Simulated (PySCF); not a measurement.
C2H2BF3, SMILES F/C=C\B(F)F.

Geometry: PBE-D3(BJ)/def2-SVP. The structure was generated by enumeration; whether it is a known compound was not checked. One conformer was computed; it need not be the lowest.

These are PBE/def2-TZVP in PySCF values and carry that method's errors.

The molecule is in vacuum.

**Question.** Estimate the frontier levels, gap, dipole moment and polarisability. (Estimate from the structure and the level; the computed values follow.)

**Answer.** 
* **highest occupied level**: -7.18 eV
* **lowest empty level**: -2.54 eV
* **orbital gap**: 4.64 eV
* **dipole moment**: 2.58 D
* **quadrupole, principal values (traceless, Buckingham form, about the centre of nuclear charge)**: -4.59, 0.63, 3.96 D·Å
* **mean static polarisability**: 39.9 bohr³ (5.91 Å³)
* **polarisability, principal values**: 26.4, 38.9, 54.2 bohr³
